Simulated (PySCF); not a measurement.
Results of a calculation; reference values are marked as such.
**Si4H9SO**

The system: Si4H9SO, a small molecule (built as: Si site whose three back bonds go to SiH3, SiH3, SSiH3; end group O); neutral, doublet. The structure, one conformer, was relaxed in the gas phase by PBE0-D3(BJ)/def2-SVP. No frequency run checks that it is a minimum.

SMILES: [O][Si]([SiH3])([SiH3])S[SiH3]

```xyz
15

Si   -0.160    0.453    0.157
Si   -1.521   -1.526    0.077
Si   -1.437    2.377   -0.285
S     1.416    0.282   -1.285
Si    2.745   -0.859   -0.005
O     0.197    0.012    1.663
H    -2.560   -1.444    1.140
H    -2.167   -1.569   -1.274
H    -0.627   -2.702    0.259
H    -0.621    3.591    0.014
H    -2.659    2.351    0.572
H    -1.818    2.356   -1.728
H     2.094   -2.121    0.443
H     3.902   -1.174   -0.890
H     3.200   -0.051    1.158
```
(Å; atoms numbered from 1)

EPR values by unrestricted B3LYP, IGLO-III on O S Si, pcH-1 on H.

Task: Predict g and the largest hyperfine couplings. Where does the spin sit?

Result: g = 2.0027, 2.0119, 2.0180. The spin sits on O6 (52 %, bonded to 1 Si) by Mulliken populations.
| atom | isotope | isotropic (MHz) | dipolar, principal values (MHz) |
| --- | --- | --- | --- |
| Si2 | 29Si | -183.8 | -65.0, 30.7, 34.2 |
| O6 | 17O | -29.5 | -156.0, 77.0, 79.0 |
| H8 | 1H | 84.8 | -4.3, 0.3, 3.9 |
| Si3 | 29Si | -58.7 | -19.0, 9.1, 9.9 |
| Si1 | 29Si | 59.5 | -15.6, 7.0, 8.6 |
| H10 | 1H | 18.2 | -1.7, -0.4, 2.1 |

Task: How do the isotropic couplings move with BHandHLYP?

Result: Si2 -183.8 to -174.4 MHz, O6 -29.5 to -54.3 MHz, H8 84.8 to 82.3 MHz, Si3 -58.7 to -52.3 MHz.
